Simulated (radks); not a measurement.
Neutral ruthenium, 44 electrons, occupied as [Kr] 4d7 5s1 (the NIST ground configuration). Calculated with a radial shooting solver on a logarithmic mesh with Libxc functionals: scalar-relativistic Kohn-Sham, BLYP, spin-polarised, spherical densities, finite nucleus; open shells are filled with parallel spins first (spin-orbit coupling, left out, can overturn this in heavy ions); Fermi nuclear charge, rms radius 4.4809 fm.

X-ray form factor f0, the Fourier transform of the density (f0(0) = 44):

sin(theta)/lambda (1/angstrom)  f0 (electrons)
0.05                                    43.076
0.1                                     40.773
0.15                                    37.916
0.2                                     35.027
0.25                                    32.319
0.3                                     29.866
0.4                                     25.796
0.5                                     22.736
0.6                                     20.415
0.8                                     16.900
1                                       13.951
1.25                                    10.819
1.5                                      8.517
2                                        6.097
